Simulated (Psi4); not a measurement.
CH3NO2Si, singlet, geometry from GFN2-xTB; BHHLYP/6-31G, TDDFT (Psi4).

Psi4 was given this input:
```
memory 2 GB

molecule {
0 1
  Si   -0.94193951    0.72947217   -0.04036926
  O    -2.14117844   -0.17663318   -0.62769316
  N     0.49213093   -0.23986759   -0.03649958
  C     1.59651689   -0.48434414    0.32268139
  O     2.66992678   -0.80185165    0.61350949
  H    -0.63565060    1.87403204   -0.89348039
  H    -1.37160848    1.02342221    1.31437748
  H    -2.05959219   -0.69704790   -1.42284926
symmetry c1
}

set basis 6-31g
set puream true
set save_jk true
set tdscf_states [5]
set tdscf_tda false
set d_convergence 1e-8

energy('td-bhhlyp')
print_variables()
```

The log (banner, timings and long lists left out):

```
   => Loading Basis Set <=

    Name: 6-31G
    Role: ORBITAL
    Keyword: BASIS

         ---------------------------------------------------------
                                   SCF
               by Justin Turney, Rob Parrish, Andy Simmonett
                          and Daniel G. A. Smith
                              RKS Reference
         ---------------------------------------------------------

  ==> Geometry <==

    Molecular point group: c1
    Full point group: C1

    Geometry (in Angstrom), charge = 0, multiplicity = 1:

       Center              X                  Y                   Z               Mass
    ------------   -----------------  -----------------  -----------------  -----------------
         SI          -0.987511321141     0.754145719316    -0.051549915349    27.976926534650
         O           -2.186750251141    -0.151959630684    -0.638873815349    15.994914619570
         N            0.446559118859    -0.215194040684    -0.047680235349    14.003074004430
         C            1.550945078859    -0.459670590684     0.311500734651    12.000000000000
         O            2.624354968859    -0.777178100684     0.602328834651    15.994914619570
         H           -0.681222411141     1.898705589316    -0.904661045349     1.007825032230
         H           -1.417180291141     1.048095759316     1.303196824651     1.007825032230
         H           -2.105164001141    -0.672374350684    -1.434029915349     1.007825032230

  Running in c1 symmetry.

  Rotational constants: A =      0.66993  B =      0.05945  C =      0.05592 [cm^-1]
  Rotational constants: A =  20083.90715  B =   1782.32336  C =   1676.54219 [MHz]
  Nuclear repulsion =  206.182629721058731

  Charge       = 0
  Multiplicity = 1
  Electrons    = 46
  Nalpha       = 23
  Nbeta        = 23

  ==> Algorithm <==

  SCF Algorithm Type is DF.
  DIIS enabled.
  MOM disabled.
  Fractional occupation disabled.
  Guess Type is SAD.
  Energy threshold   = 1.00e-06
  Density threshold  = 1.00e-08
  Integral threshold = 1.00e-12

  ==> Primary Basis <==

  Basis Set: 6-31G
    Blend: 6-31G
    Number of shells: 33
    Number of basis functions: 55
    Number of Cartesian functions: 55
    Spherical Harmonics?: true
    Max angular momentum: 1

  ==> DFT Potential <==

   => LibXC <=

    Version 7.1.2
    S. Lehtola, C. Steigemann, M. J. T. Oliveira, and M. A. L. Marques,  SoftwareX 7, 1–5 (2018) (10.1016/j.softx.2017.11.002)

   => Composite Functional: BHANDHLYP <=

    BHandHLYP Hyb-GGA Exchange-Correlation Functional

    A. D. Becke,  J. Chem. Phys. 98, 1372 (1993) (10.1063/1.464304)
    Defined through Gaussian implementation.

    Deriv               =              1
    GGA                 =           TRUE
    Meta                =          FALSE

    Exchange Hybrid     =           TRUE
    MP2 Hybrid          =          FALSE

   => Exchange Functionals <=

    0.5000         Becke 88

   => Exact (HF) Exchange <=

    0.5000               HF

   => Correlation Functionals <=

    1.0000   Lee, Yang & Parr

   => LibXC Density Thresholds  <==

    XC_HYB_GGA_XC_BHANDHLYP:  1.00E-15

   => Molecular Quadrature <=

    Radial Scheme          =       TREUTLER
    Pruning Scheme         =           NONE
    Nuclear Scheme         =       TREUTLER

    Blocking Scheme        =         OCTREE
    BS radius alpha        =              1
    Pruning alpha          =              1
    Radial Points          =             75
    Spherical Points       =            302
    Total Points           =         173148
    Total Blocks           =           1326
    Max Points             =            256
    Max Functions          =             53
    Weights Tolerance      =       1.00E-15

   => Loading Basis Set <=

    Name: (6-31G AUX)
    Role: JKFIT
    Keyword: DF_BASIS_SCF

  ==> Integral Setup <==

  SCF_SUBTYPE=INCORE selected. In-core MEM_DF algorithm will be used.
  Using in-core AOs.

  ==> MemDFJK: Density-Fitted J/K Matrices <==

[...]
  @DF-RKS Final Energy:  -534.36427254803255
    Total Energy =                       -534.3642725480325453
[...]
     2        A->A (1 A)       0.28453         7.74248        -534.07974       0.0167          0.0156         -0.0042         -0.0039
     3        A->A (1 A)       0.29602         8.05513        -534.06825       0.0013          0.0030          0.0021          0.0042
     4        A->A (1 A)       0.30700         8.35384        -534.05727       0.0053          0.0087         -0.0414         -0.0579
     5        A->A (1 A)       0.32099         8.73449        -534.04329       0.0184          0.0454         -0.0074          0.0097

Contributing excitations and de-excitations
Only contributions with abs(coeff) > 1.00e-01 will be printed:

Excited State    1 (1 A):   0.26306 au   173.21 nm f = 0.0005
  Sums of squares: Xssq =  1.003978e+00; Yssq =  3.977893e-03; Xssq - Yssq =  1.000000e+00
     21a  ->  24a     0.127366 ( 1.622%)
     21a  ->  27a     0.139644 ( 1.950%)
     22a  ->  26a    -0.142974 ( 2.044%)
     23a  ->  24a     0.736846 (54.294%)
     23a  ->  25a     0.291279 ( 8.484%)
     23a  ->  26a     0.275328 ( 7.581%)
     23a  ->  27a     0.424085 (17.985%)
     23a  ->  31a    -0.102208 ( 1.045%)

Excited State    2 (1 A):   0.28453 au   160.13 nm f = 0.0167
  Sums of squares: Xssq =  1.002389e+00; Yssq =  2.389489e-03; Xssq - Yssq =  1.000000e+00
     21a  ->  26a     0.129064 ( 1.666%)
     21a  ->  27a    -0.113154 ( 1.280%)
     22a  ->  24a    -0.588897 (34.680%)
     22a  ->  25a    -0.257803 ( 6.646%)
     22a  ->  26a    -0.252740 ( 6.388%)
     22a  ->  27a    -0.302078 ( 9.125%)
     23a  ->  24a    -0.105873 ( 1.121%)
     23a  ->  25a     0.139663 ( 1.951%)
     23a  ->  26a     0.475412 (22.602%)
     23a  ->  27a    -0.331000 (10.956%)

Excited State    3 (1 A):   0.29602 au   153.92 nm f = 0.0013
  Sums of squares: Xssq =  1.003681e+00; Yssq =  3.680795e-03; Xssq - Yssq =  1.000000e+00
     22a  ->  24a    -0.104390 ( 1.090%)
     22a  ->  25a     0.195059 ( 3.805%)
     22a  ->  26a     0.749825 (56.224%)
     22a  ->  27a    -0.535155 (28.639%)
     22a  ->  30a     0.120186 ( 1.444%)
     23a  ->  24a     0.217360 ( 4.725%)

Excited State    4 (1 A):   0.30700 au   148.42 nm f = 0.0053
  Sums of squares: Xssq =  1.000767e+00; Yssq =  7.674625e-04; Xssq - Yssq =  1.000000e+00
     21a  ->  24a     0.639173 (40.854%)
     21a  ->  25a     0.103512 ( 1.071%)
     21a  ->  28a    -0.136273 ( 1.857%)
     22a  ->  26a     0.151185 ( 2.286%)
     23a  ->  24a    -0.475447 (22.605%)
     23a  ->  25a     0.388736 (15.112%)
     23a  ->  26a     0.108053 ( 1.168%)
     23a  ->  27a     0.340736 (11.610%)

Excited State    5 (1 A):   0.32099 au   141.95 nm f = 0.0184
  Sums of squares: Xssq =  1.000677e+00; Yssq =  6.774411e-04; Xssq - Yssq =  1.000000e+00
     20a  ->  24a    -0.170868 ( 2.920%)
     21a  ->  24a     0.601895 (36.228%)
     21a  ->  26a    -0.129368 ( 1.674%)
     21a  ->  27a    -0.162756 ( 2.649%)
     23a  ->  24a     0.248109 ( 6.156%)
     23a  ->  25a    -0.634275 (40.231%)
     23a  ->  27a    -0.126521 ( 1.601%)
     23a  ->  28a     0.136479 ( 1.863%)

******************************************************************************************
**********                               WARNING                                **********
**********       The names of excited state variables changed between 1.5       **********
**********     and 1.6. For a quick solution, remove the symmetry specifier     **********
**********   from the variable name. For full details, see 'Notes on Psivars'   **********
**********                        in the documentation.                         **********
******************************************************************************************

  Variable Map:
  ----------------------------------------------------------------------------
[...]
  Array Variable Map:
  ----------------------------------------------------------------------------
[...]
[...]
```
